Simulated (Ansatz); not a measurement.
Born–Oppenheimer molecular dynamics of C₂H₁₀OSi₂ (15 atoms, charge 0, multiplicity 1). It starts from a relaxed structure.

The calculation used Ansatz 0.2.0, RKS PBE0/6-31G.

```json
{
 "ensemble": "NVT, Nosé–Hoover chain",
 "time step": "1 fs",
 "steps asked": "250",
 "set temperature": "700 K",
 "thermostat": "time constant 300 fs, chain length 1",
 "seed": "447998"
}
```

First frame:

```xyz
15
Properties=species:S:1:pos:R:3
Si 0.059 0.018 0.013
Si -0.023 -0.063 2.381
H -1.432 -0.296 2.867
H 0.842 -1.162 2.935
H 0.446 1.242 2.974
C 1.840 0.068 -0.629
H 2.383 -0.830 -0.320
H 1.831 0.102 -1.723
H 2.372 0.948 -0.254
C -0.921 1.525 -0.618
H -1.965 1.503 -0.290
H -0.468 2.451 -0.245
H -0.904 1.547 -1.713
O -0.576 -1.463 -0.655
H -1.465 -1.786 -0.451
```

(1) How far do the bonds stretch over the last three quarters of this one trajectory? (Pairs bonded in most of those frames.)

Results:

(1) 
```tsv
bond	mean (Å)	spread (Å)	shortest	longest
Si1–Si2	2.384	0.031	2.32	2.45
Si1–C6	1.899	0.034	1.84	1.96
Si1–C10	1.915	0.042	1.83	2.02
Si1–O14	1.749	0.041	1.68	1.84
Si2–H3	1.515	0.016	1.49	1.55
Si2–H4	1.514	0.021	1.47	1.56
Si2–H5	1.534	0.079	1.40	1.66
C6–H7	1.096	0.027	1.05	1.15
C6–H8	1.099	0.033	1.02	1.18
C6–H9	1.105	0.054	1.01	1.20
C10–H11	1.096	0.008	1.08	1.12
C10–H12	1.098	0.010	1.08	1.12
C10–H13	1.097	0.010	1.08	1.12
O14–H15	0.969	0.011	0.95	0.99
```

Mean temperature of the second half: 391 K. The conserved energy stayed within 1.5 meV per atom of its start (net change 1.3 meV per atom), so the integration is sound. The mean temperature of the second half is 44 % below the set value. A run of 0.25 ps of so small a system gives no equilibrium averages. Limits of this set-up: no polarisation functions.

Run time: 13 min on 1 thread of Intel(R) Xeon(R) 6975P-C (Granite Rapids), with other jobs on the host, peak memory 0.19 GiB.
